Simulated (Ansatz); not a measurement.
Compare A (`[AlH2][SiH2]C[SiH3]`) with its isomer B (`[AlH2][CH2][SiH2][SiH3]`).

Computed with Ansatz on PBE0-D4/def2-TZVP structures; ΔE is electronic, products minus reactants. CBS: MP2 limit from def2 TZ/QZ plus the TZ coupled-cluster correction, frozen cores. Functionals use def2-TZVPP. B3LYP here is the variant with VWN-RPA as its local correlation; programs differ in this. One conformer a species, not always the lowest.

A:

Z-matrix (Å, degrees):
```
Si
C 1 1.909
Al 1 2.466 2 98.7
H 1 1.492 2 110.0 3 123.7
H 1 1.492 2 107.5 3 -120.2
Si 2 1.853 1 104.2 3 37.4
H 2 1.092 1 114.0 3 160.6
H 2 1.095 1 108.7 3 -78.5
H 3 1.589 1 123.3 2 -115.1
H 3 1.593 1 116.3 2 72.0
H 6 1.486 2 117.4 1 -164.7
H 6 1.531 2 107.2 1 -48.7
H 6 1.483 2 112.6 1 65.8
```

B:

```xyz
13

Al    0.408   -1.058   -1.361
C     1.467    0.236   -0.303
Si    0.510    0.503    1.270
Si   -1.680    0.421    0.437
H     0.068   -0.761   -2.884
H     0.200   -2.508   -0.740
H     1.559    1.177   -0.854
H     2.475   -0.134   -0.091
H     0.763    1.767    2.017
H     0.675   -0.637    2.212
H    -2.186    1.699   -0.130
H    -1.506   -0.465   -0.798
H    -2.752   -0.239    1.225
```

Question: Which is lower in electronic energy at CCSD(T)/CBS, and by how much? (Best estimate.)

Answer: The calculation gave: B, by 5.5 kJ/mol.

Question: Give E(B) − E(A) in kJ/mol with B3LYP-D4, CCSD(T)/def2-TZVPP, CCSD/def2-TZVPP, B3LYP, ωB97M-V, HF/def2-TZVPP, PBE-D4. (Estimate.)

Answer: Computed: B3LYP-D4 -7.0, CCSD(T)/def2-TZVPP -4.6, CCSD/def2-TZVPP -4.4, B3LYP -7.0, ωB97M-V -6.7, HF/def2-TZVPP -4.1, PBE-D4 -5.2. None reverses the order clearly.

Largest T1 diagnostic: 0.012.
